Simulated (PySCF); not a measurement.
A calculated (PBE, PySCF 2.14, aug-cc-pVDZ, the non-relativistic Hamiltonian (point nucleus)) atom or ion has these occupied shells.

```tsv
shell	electrons	orbital energy (eV)	rms radius, mean of both spins (bohr)
1s	2	-1278.7	0.152
2s	2	-99.753	0.760
2p	6	-66.859	0.774
```

Problem. Name the element and its charge.

Solution. Mg²⁺ (magnesium, charge +2), in [Ne], closed-shell 1S.
